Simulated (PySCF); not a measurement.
Species: C6H9F2PSi.
Numbering: `[CH:1]#[C:2][Si@@H:3]([PH2:4])[C@@H:5]1[CH2:6][C@@H:7]1[CH:8]([F:9])[F:10]` (hydrogens: H11 on C1; H12 on Si3; H13, H14 on P4; H15 on C5; H16, H17 on C6; H18 on C7; H19 on C8)

Method: PBE0-D3(BJ)/def2-SVP geometry optimisation, gas phase (PySCF 2.14.0); density fitting, grid level 1; the optimiser is geomeTRIC in internal coordinates, started from a GFN2-xTB structure with every atom displaced at random (about 0.01 Å).

Step 0: E = -28933.1896 eV
```
atom  x, y, z in Å  |  force x, y, z in eV/Å
C1      2.0528   -2.6829   -0.4422   -1.399   3.196   1.274
C2      1.5905   -1.6290   -0.0124    0.433  -0.582  -0.077
Si3     0.9799   -0.0034    0.6518    0.826  -0.011  -0.859
P4      2.7023    1.5040    0.8793   -2.020   1.241   0.565
C5     -0.1664    0.7270   -0.6550   -0.143   0.004   1.120
C6     -1.2489    1.7074   -0.2720    0.145  -0.443  -0.202
C7     -1.6011    0.3363   -0.7685   -0.356   0.112   0.364
C8     -2.2197   -0.6617    0.1555   -1.078  -0.635   0.773
F9     -1.6400   -1.8798    0.0712    0.273  -0.018  -0.367
F10    -2.1225   -0.3206    1.4752    0.122   0.362  -0.343
H11     2.3870   -3.5710   -0.8195    0.898  -2.208  -0.916
H12     0.4054   -0.1854    1.9893   -0.259  -0.039   0.236
H13     3.2644    1.1848   -0.3168    0.741  -0.446  -1.463
H14     3.4561    0.6445    1.6136    1.027  -1.081   0.872
H15     0.3116    0.9186   -1.5983    0.442   0.069  -0.628
H16    -1.4423    2.5622   -0.9046   -0.045   0.248  -0.404
H17    -1.4018    1.9190    0.7762   -0.063  -0.044   0.510
H18    -2.0267    0.2606   -1.7639   -0.019  -0.009  -0.354
H19    -3.3113   -0.8235   -0.0382    0.476   0.283  -0.100
```

**Question.** Estimate the geometry and energy of step 1. (The exact step hangs on the optimiser's Hessian estimate; all steps are aligned on step 0, rigid shifts and turns removed.)

**Answer.** E = -28933.4150 eV, largest force 1.398 eV/Å
```
atom  x, y, z in Å  |  force x, y, z in eV/Å
C1      1.8550   -2.6479   -0.4699    0.791  -1.109  -0.315
C2      1.6693   -1.5781    0.0665   -0.517   0.795   0.188
Si3     1.0611    0.0504    0.6664   -0.020  -0.057  -0.034
P4      2.7325    1.5764    0.8828    0.139  -0.223  -0.092
C5     -0.1541    0.7214   -0.6007    0.136  -0.009  -0.043
C6     -1.2682    1.6748   -0.2578   -0.012   0.128  -0.018
C7     -1.5953    0.3039   -0.7519   -0.146  -0.062   0.021
C8     -2.2365   -0.7151    0.1529    0.376   0.250  -0.180
F9     -1.6087   -1.9074    0.0225   -0.127  -0.005   0.093
F10    -2.1390   -0.3378    1.4494   -0.044  -0.141   0.068
H11     2.1767   -3.6024   -0.8812   -0.319   0.379   0.096
H12     0.4142   -0.1257    1.9942    0.056   0.030   0.032
H13     3.3508    1.2175   -0.3723   -0.112   0.021   0.292
H14     3.5502    0.6893    1.6737   -0.126   0.150  -0.212
H15     0.3472    0.9133   -1.5605   -0.072  -0.018   0.061
H16    -1.4587    2.5197   -0.9255    0.027  -0.012   0.009
H17    -1.4542    1.8865    0.7991   -0.001  -0.045   0.001
H18    -1.9715    0.2239   -1.7770    0.081  -0.016  -0.024
H19    -3.3014   -0.8556   -0.0899   -0.109  -0.057   0.057
```

The energy changes by -0.2254 eV. The first-order estimate −F·Δx gives -0.7582 eV and the mean of the old and new forces, exact on a quadratic surface, -0.2761 eV. The step makes an angle of 74° with the force vector and moves no atom by more than 0.221 Å.

The cost below is that of the whole optimisation. The run took 7.1 min wall on one thread, Arm Neoverse V2 (aarch64), shared host, and the process peaked at 0.91 GiB of memory.
